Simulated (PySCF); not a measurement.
C$_{4}$H$_{8}$Cl$_{2}$Ge (SMILES C=[CH][Ge]([Cl])([Cl])[CH2]C), singlet, at a GFN2-xTB geometry, with bond 10-2 at 1.4 times its length; CASSCF(10,9)/STO-3G (PySCF).

Here is a job for PySCF.
```python
from pyscf import gto, scf, mcscf
import numpy

mol = gto.M(
    atom='''
C    -2.87438143   -0.58842653   -0.83016204
C    -1.88022239   -1.03505048   -0.08483616
Ge   -0.08542244   -0.18079160    0.01070234
Cl   -0.12282023    1.62366547   -1.13017071
Cl    0.22422533    0.40806623    2.04530003
C     1.49327874   -1.30562379   -0.57572680
C     2.81945040   -0.58133604   -0.41197846
H    -2.76179668    0.28432823   -1.45416183
H    -3.84054031   -1.07080547   -0.85108843
H    -2.06359916   -2.25747967    0.78849538
H     1.33217023   -1.57761586   -1.61825657
H     1.48449765   -2.22180452    0.01362919
H     2.98189691   -0.31189226    0.62998714
H     3.64246774   -1.21606577   -0.73644948
H     2.83339020    0.33058347   -1.00608511
''',
    basis='sto-3g',
    verbose=4,
)

mf = scf.RHF(mol)
mf.kernel()
mc = mcscf.CASSCF(mf, 9, 10)
mc.fix_spin_(ss=0.0)
mc.kernel()
occ = numpy.linalg.eigvalsh(mc.fcisolver.make_rdm1(mc.ci, mc.ncas, mc.nelecas))[::-1]
ss = mc.fcisolver.spin_square(mc.ci, mc.ncas, mc.nelecas)[0]
print('natural occupations', occ.round(4), ' <S^2>', round(ss, 4))
```

It wrote (shortened):

```
PySCF version 2.14.0

[INPUT] verbose = 4
[INPUT] num. atoms = 15
[INPUT] num. electrons = 98
[INPUT] charge = 0
[INPUT] spin (= nelec alpha-beta = 2S) = 0
[INPUT] symmetry False subgroup None
[INPUT] Mole.unit = angstrom
[INPUT] Symbol           X                Y                Z      unit          X                Y                Z       unit  Magmom
[...]
nuclear repulsion = 777.965736198797
number of shells = 38
number of NR pGTOs = 192
number of NR cGTOs = 64
basis = sto-3g
ecp = {}

******** <class 'pyscf.scf.hf.RHF'> ********
method = RHF
initial guess = minao
damping factor = 0
level_shift factor = 0
DIIS = <class 'pyscf.scf.diis.CDIIS'>
diis_start_cycle = 1
diis_space = 8
diis_damp = 0
SCF conv_tol = 1e-09
SCF conv_tol_grad = None
SCF max_cycles = 50
direct_scf = True
direct_scf_tol = 1e-13
Set gradient conv threshold to 3.16228e-05
Initial guess from minao.
init E= -3112.47366876076
[...]
cycle= 1 E= -3115.13437341895  delta_E= -2.66  |g|= 0.424  |ddm|=  4.6
[...]
cycle= 2 E= -3115.21713178977  delta_E= -0.0828  |g|= 0.123  |ddm|= 0.923
[...]
cycle= 3 E= -3115.22301448971  delta_E= -0.00588  |g|= 0.0529  |ddm|= 0.255
[...]
cycle= 4 E= -3115.22415525927  delta_E= -0.00114  |g|= 0.0135  |ddm|= 0.0925
[...]
cycle= 5 E= -3115.2242434514  delta_E= -8.82e-05  |g|= 0.00268  |ddm|= 0.03
[...]
cycle= 6 E= -3115.22424880843  delta_E= -5.36e-06  |g|= 0.000907  |ddm|= 0.00758
[...]
cycle= 7 E= -3115.22424931454  delta_E= -5.06e-07  |g|= 0.000256  |ddm|= 0.0023
[...]
cycle= 8 E= -3115.22424935455  delta_E= -4e-08  |g|= 7.81e-05  |ddm|= 0.000603
[...]
cycle= 9 E= -3115.22424935845  delta_E= -3.91e-09  |g|= 1.2e-05  |ddm|= 0.000216
[...]
cycle= 10 E= -3115.22424935856  delta_E= -1.09e-10  |g|= 2.25e-06  |ddm|= 3.41e-05
[...]
Extra cycle  E= -3115.22424935858  delta_E= -1.73e-11  |g|= 8.96e-07  |ddm|= 4.63e-06
converged SCF energy = -3115.22424935858

******** <class 'pyscf.mcscf.mc1step.CASSCF'> ********
CAS (5e+5e, 9o), ncore = 44, nvir = 11
max_cycle_macro = 50
max_cycle_micro = 4
conv_tol = 1e-07
conv_tol_grad = None
orbital rotation max_stepsize = 0.02
orbital rotation threshold for CI restart = 0.01
augmented hessian ah_max_cycle = 30
augmented hessian ah_conv_tol = 1e-12
augmented hessian ah_linear dependence = 1e-14
augmented hessian ah_level shift = 1e-08
augmented hessian ah_start_tol = 2.5
augmented hessian ah_start_cycle = 3
augmented hessian ah_grad_trust_region = 3
kf_trust_region = 3
kf_interval = 4
ci_response_space = 4
ci_grad_trust_region = 3
with_dep4 0
natorb = False
canonicalization = True
sorting_mo_energy = False
ao2mo_level = 2
internal_rotation = False
******** <class 'pyscf.fci.addons.SpinPenaltyFCISolver'> ********
max. cycles = 50
conv_tol = 1e-08
davidson only = True
linear dependence = 1e-12
level shift = 0.001
max iter space = 12
nroots = 1
pspace_size = 400
spin = None
CASCI E = -3115.25422955349  S^2 = 0.0000000
Set conv_tol_grad to 0.000316228
macro iter   1 ( 21 JK    4 micro), CASSCF E = -3115.29786736987  dE = -4.36378164e-02  S^2 = 0.0000000
               |grad[o]|=0.032  |grad[c]|=0.0582  |ddm|=0.0752  |maxRot[o]|=0.285
macro iter   2 ( 21 JK    4 micro), CASSCF E = -3115.30822295577  dE = -1.03555859e-02  S^2 = 0.0000000
               |grad[o]|=0.0338  |grad[c]|=0.0317  |ddm|=0.0186  |maxRot[o]|=0.105
macro iter   3 ( 12 JK    3 micro), CASSCF E = -3115.31066256660  dE = -2.43961083e-03  S^2 = 0.0000000
               |grad[o]|=0.013  |grad[c]|=0.0105  |ddm|=0.027  |maxRot[o]|=0.108
macro iter   4 ( 17 JK    4 micro), CASSCF E = -3115.31433664541  dE = -3.67407881e-03  S^2 = 0.0000000
               |grad[o]|=0.0104  |grad[c]|=0.107  |ddm|=0.0469  |maxRot[o]|=0.161
macro iter   5 ( 21 JK    4 micro), CASSCF E = -3115.32019611997  dE = -5.85947456e-03  S^2 = 0.0000000
               |grad[o]|=0.00989  |grad[c]|=0.0494  |ddm|=0.133  |maxRot[o]|=0.173
macro iter   6 ( 21 JK    4 micro), CASSCF E = -3115.32914239991  dE = -8.94627995e-03  S^2 = 0.0000000
[...]
               |grad[o]|=0.00116  |grad[c]|=0.00984  |ddm|=0.00192  |maxRot[o]|=0.0697
macro iter  33 (  7 JK    2 micro), CASSCF E = -3115.35952342521  dE = -9.45383267e-05  S^2 = 0.0000000
               |grad[o]|=0.000893  |grad[c]|=0.00647  |ddm|=0.00258  |maxRot[o]|=0.0697
macro iter  34 (  7 JK    2 micro), CASSCF E = -3115.35962974340  dE = -1.06318190e-04  S^2 = 0.0000000
               |grad[o]|=0.000765  |grad[c]|=0.00278  |ddm|=0.00353  |maxRot[o]|=0.0697
macro iter  35 (  7 JK    2 micro), CASSCF E = -3115.35975778866  dE = -1.28045261e-04  S^2 = 0.0000000
               |grad[o]|=0.000829  |grad[c]|=0.00151  |ddm|=0.00435  |maxRot[o]|=0.0691
macro iter  36 (  7 JK    2 micro), CASSCF E = -3115.35989102743  dE = -1.33238763e-04  S^2 = 0.0000000
               |grad[o]|=0.00105  |grad[c]|=0.0026  |ddm|=0.00381  |maxRot[o]|=0.0697
macro iter  37 (  7 JK    2 micro), CASSCF E = -3115.36002718231  dE = -1.36154886e-04  S^2 = 0.0000000
               |grad[o]|=0.00138  |grad[c]|=0.00305  |ddm|=0.00343  |maxRot[o]|=0.0698
macro iter  38 (  7 JK    2 micro), CASSCF E = -3115.36017302409  dE = -1.45841776e-04  S^2 = 0.0000000
               |grad[o]|=0.00166  |grad[c]|=0.00348  |ddm|=0.00348  |maxRot[o]|=0.0698
macro iter  39 (  7 JK    2 micro), CASSCF E = -3115.36032488713  dE = -1.51863044e-04  S^2 = 0.0000000
               |grad[o]|=0.00196  |grad[c]|=0.00356  |ddm|=0.00353  |maxRot[o]|=0.0698
macro iter  40 ( 21 JK    4 micro), CASSCF E = -3115.36034302426  dE = -1.81371274e-05  S^2 = 0.0000000
               |grad[o]|=0.00215  |grad[c]|=0.00553  |ddm|=0.000932  |maxRot[o]|=0.0735
macro iter  41 (  7 JK    2 micro), CASSCF E = -3115.36053078861  dE = -1.87764354e-04  S^2 = 0.0000000
               |grad[o]|=0.00119  |grad[c]|=0.00457  |ddm|=0.00442  |maxRot[o]|=0.0697
macro iter  42 (  7 JK    2 micro), CASSCF E = -3115.36069687198  dE = -1.66083366e-04  S^2 = 0.0000000
               |grad[o]|=0.00149  |grad[c]|=0.00107  |ddm|=0.00385  |maxRot[o]|=0.0697
macro iter  43 (  7 JK    2 micro), CASSCF E = -3115.36077676873  dE = -7.98967517e-05  S^2 = 0.0000000
               |grad[o]|=0.00123  |grad[c]|=0.00358  |ddm|=0.00219  |maxRot[o]|=0.0698
macro iter  44 ( 12 JK    3 micro), CASSCF E = -3115.36080047870  dE = -2.37099703e-05  S^2 = 0.0000000
               |grad[o]|=0.000698  |grad[c]|=0.0105  |ddm|=0.00324  |maxRot[o]|=0.0789
macro iter  45 ( 12 JK    3 micro), CASSCF E = -3115.36080107475  dE = -5.96045084e-07  S^2 = 0.0000000
               |grad[o]|=0.000552  |grad[c]|=0.00363  |ddm|=0.00211  |maxRot[o]|=0.0747
macro iter  46 ( 12 JK    3 micro), CASSCF E = -3115.36073551823  dE =  6.55565204e-05  S^2 = 0.0000000
               |grad[o]|=0.000609  |grad[c]|=0.00252  |ddm|=0.001  |maxRot[o]|=0.0499
macro iter  47 ( 21 JK    4 micro), CASSCF E = -3115.36071770449  dE =  1.78137416e-05  S^2 = 0.0000000
               |grad[o]|=0.000711  |grad[c]|=0.00146  |ddm|=0.000415  |maxRot[o]|=0.0215
macro iter  48 ( 23 JK    4 micro), CASSCF E = -3115.36074909233  dE = -3.13878486e-05  S^2 = 0.0000000
               |grad[o]|=0.000563  |grad[c]|=0.000612  |ddm|=0.000299  |maxRot[o]|=0.0126
macro iter  49 (  7 JK    2 micro), CASSCF E = -3115.36078832978  dE = -3.92374495e-05  S^2 = 0.0000000
               |grad[o]|=0.000416  |grad[c]|=0.000539  |ddm|=0.000776  |maxRot[o]|=0.0188
macro iter  50 (  7 JK    2 micro), CASSCF E = -3115.36081653984  dE = -2.82100577e-05  S^2 = 0.0000000
               |grad[o]|=0.000335  |grad[c]|=0.00205  |ddm|=0.000956  |maxRot[o]|=0.0339
1-step CASSCF not converged,  50 macro (571 JK 134 micro) steps
CASSCF canonicalization
Density matrix diagonal elements [1.97530931 1.9891121  1.96083955 1.91803235 1.9209873  0.08076287
 0.0541571  0.04975459 0.05104482]
CASSCF energy = -3115.36081653984
CASCI E = -3115.36081653984  E(CI) = -22.6231146239029  S^2 = 0.0000000
natural occupations [1.9986 1.9827 1.9725 1.9179 1.893  0.1072 0.0835 0.0265 0.0182]  <S^2> 0.0
```

Convergence was not reached.
